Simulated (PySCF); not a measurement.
Computed with M06-2X/def2-TZVP (PySCF). All species are isolated molecules in the gas phase. Excitations are Tamm–Dancoff values on a coarser integration grid. The basis has no diffuse functions, so Rydberg states are missing or too high.

Reference species (SMILES): `[InH]([CH3])[CH3]` (neutral, multiplicity 1).

| Item | Value |
|---|---|
| HOMO | -8.25 eV |
| S1 oscillator strength | 0.000 |
| brightest of the four lowest singlets (TDA) | 6.60 eV |
| T1 excitation (TDA) | 4.27 eV |

Changed species: `[CH3][In]([CH3])[CH3]` (0 of 3 CH3 replaced by H; the reference has 1 of 3 CH3 replaced by H).

Problem. Predict the effect on the HOMO, S1 oscillator strength, brightest of the four lowest singlets (TDA) and T1 excitation (TDA).

Solution. the HOMO rises by 0.17 eV, to -8.08 eV; the S1 oscillator strength stays essentially unchanged; the brightest of the four lowest singlets (TDA) decreases by 0.19 eV, to 6.41 eV; the T1 excitation (TDA) rises by 0.13 eV, to 4.40 eV.
